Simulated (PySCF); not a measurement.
H₂RuO, triplet: molecular constants

All numbers come from UPBE0/[Ru def2-TZVP with ECP28, O def2-TZVP, H def2-TZVP], scalar-relativistic core potentials, density fitting, no spin–orbit coupling, PySCF.

The structure is a minimum.

```xyz
4
charge 0 multiplicity 3, angstrom
Ru    0.0212    0.2145    0.0000
O     0.0000   -1.4437    0.0000
H    -1.0695    0.6146    1.0531
H    -1.0695    0.6146   -1.0531
```

```json
{
 "Point group": "Cs",
 "Bond lengths": "Ru–H 1.568 Å (×2), Ru–O 1.658 Å",
 "Bond angles": "H–Ru–H 84.4°, H–Ru–O 104.3° (×2)",
 "Zero-point energy": "43.3 kJ/mol",
 "Principal quadrupole moments (Buckingham, traceless) about the centre of mass": "-2.03, 0.56, 1.47 D Å",
 "Spin squared ⟨S²⟩": "2.016",
 "Principal polarisabilities": "36.3, 38.3, 44.1 bohr³",
 "Rotational constants": "3.692, 0.4107, 0.4098 cm⁻¹",
 "Highest occupied level (α)": "-7.02 eV",
 "Heat capacity Cp at 298.15 K": "46.9 J/(mol K)",
 "Entropy at 298.15 K and 1 bar (electronic part: spin only)": "268.8 J/(mol K)",
 "Rotational symmetry number": "1",
 "Dipole moment": "3.14 D",
 "Lowest empty level (β)": "-2.85 eV",
 "Atomisation energy without zero-point energy": "1012 kJ/mol",
 "Enthalpy at 298.15 K above 0 K": "11.15 kJ/mol"
}
```

Harmonic modes (masses in u: Ru 101.904, O 15.995, H 1.008):
```csv
symmetry,ω (cm⁻¹),IR (km/mol)
a',583,57.5
a'',613,0.0
a',707,1.2
a',1008,99.2
a'',2144,45.1
a',2186,33.5
```

Charges (e):
| atom | Mulliken | Löwdin | polar tensor | spin (Mulliken) | Mayer order to Ru1 |
| --- | --- | --- | --- | --- | --- |
| Ru1 | 0.48 | 0.21 | 0.91 | 1.54 | – |
| O2 | -0.52 | -0.24 | -0.65 | 0.58 | 1.98 |
| H3,4 | 0.02 | 0.01 | -0.13 | -0.06 | 0.93 |

Mulliken populations on Ru1 (electrons outside its core potential): s 2.55, p 6.33, d 6.62, f 0.02.

This need not be the most stable arrangement of these atoms. Other spin states or occupations of the open shell can lie lower.

The final relaxation and frequency run took 2.2 min on 2 threads of a shared Arm Neoverse V1 host, with 83 basis functions and 14 gradients; the process peaked at 0.97 GiB. Launch command: `OMP_NUM_THREADS=2 python axn.py task.json out`.
